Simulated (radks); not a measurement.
Q: Calculated with a radial shooting solver on a logarithmic mesh with Libxc functionals: scalar-relativistic Kohn-Sham, BLYP, spin-polarised, spherical densities, finite nucleus; open shells are filled with parallel spins first; Fermi nuclear charge, rms radius of each element as measured or else 0.836 A^(1/3) + 0.57 fm. Each species is in its NIST ground configuration. Rank Fe+, V+, Cu+, Sc+, Zn+, Ni+, Co+, Cr+, Mn+, Ti+ by Delta-SCF ionisation energy (eV), largest first.

A: Cu+ 21.121, Ni+ 19.615, Zn+ 18.884, Co+ 18.047, Cr+ 17.075, Fe+ 16.827, Mn+ 16.196, V+ 15.667, Ti+ 14.051, Sc+ 13.174.
